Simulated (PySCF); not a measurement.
**Radial density of Au (gold, neutral)**

M06-L, [Xe] 4f14 5d10 6s1, 2S determinant. All numbers are calculated (PySCF 2.14, scalar relativity through the core potential, in aug-cc-pVDZ-PP with ECP60MDF (5s5p4d2f, 54 functions)). This is the valence pseudo-density: the core potential removes the inner electrons and smooths the orbitals near the nucleus.

| r (bohr) | 4πr²ρ (e/bohr) | 4πr²(ρα − ρβ) |
| --- | --- | --- |
| 0.0735 | 1.155e-05 | 0.0000 |
| 0.124 | 9.372e-05 | 0.0000 |
| 0.208 | 0.001561 | 0.0000 |
| 0.350 | 0.1025 | 0.0015 |
| 0.588 | 4.659 | 0.0545 |
| 0.989 | 16.95 | -0.0510 |
| 1.66 | 7.374 | 0.2362 |
| 2.80 | 1.464 | 0.4179 |
| 4.71 | 0.1363 | 0.0796 |
| 7.92 | 0.0006145 | 0.0005 |
| 13.3 | 1.277e-05 | 0.0000 |

Energies and moments cover only the electrons outside the core potential. Spin-orbit coupling, which splits the p, d and f shells strongly at this Z, is absent.

(1) Where is the radial spin density 4πr²(ρα − ρβ) most negative, and why is it negative at all?

## Answers

(1) Around r = 0.989 bohr, down to -0.0510 e/bohr: exchange with the open shell polarises the paired shells in an unrestricted calculation.
